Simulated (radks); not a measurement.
Values are calculated unless marked as measured or tabulated.
Spherical jellium clusters: N electrons in a uniform positive sphere of charge N and radius rs N^(1/3), rs = 3.2 bohr. Level of theory: non-relativistic Kohn-Sham, LDA (Slater exchange, Perdew-Wang correlation), spin-polarised, spherical densities (a radial shooting solver with Libxc functionals). Levels are named by radial order and angular momentum (1s, 1p, 1d, 2s, ...), and open shells are averaged over m.

N = 18, configuration 1s2 1p6 1d10. This is the lowest configuration that the search found. Occupied and some empty levels:

| level | occupation | eigenvalue (eV) | <r> (bohr) |
|---|---|---|---|
| 1s | 2 | -6.6152 | 4.993 |
| 1p | 6 | -5.2068 | 6.206 |
| 1d | 10 | -3.5920 | 7.096 |
| 2s | 0 | -3.1953 | 6.246 |
| 1f | 0 | -1.8234 | 7.991 |
| 2p | 0 | -1.3809 | 8.287 |

Energy (eV): total -30.8277, kinetic 45.895, external -1233.8, Hartree 604.76, exchange-correlation -78.494, background 630.77. Static polarisability (adiabatic kernel): 847.3 bohr^3, against R^3 = 589.8 for a classical metal sphere.

Electron density:

| r (bohr) | n(r) (e/bohr^3) |
|---|---|
| 0.274 | 0.003774 |
| 0.963 | 0.004007 |
| 1.65 | 0.004515 |
| 2.34 | 0.005296 |
| 3.03 | 0.006286 |
| 3.72 | 0.007328 |
| 4.41 | 0.008182 |
| 5.10 | 0.008570 |
| 5.79 | 0.008259 |
| 6.48 | 0.007186 |
| 7.17 | 0.005544 |
| 7.86 | 0.003750 |
| 8.54 | 0.002237 |
| 9.23 | 0.001212 |
| 9.92 | 0.0006168 |
| 10.6 | 0.0003009 |
| 11.3 | 0.0001421 |
| 12.0 | 0.00006568 |
| 12.7 | 0.00002994 |
| 13.4 | 0.00001350 |
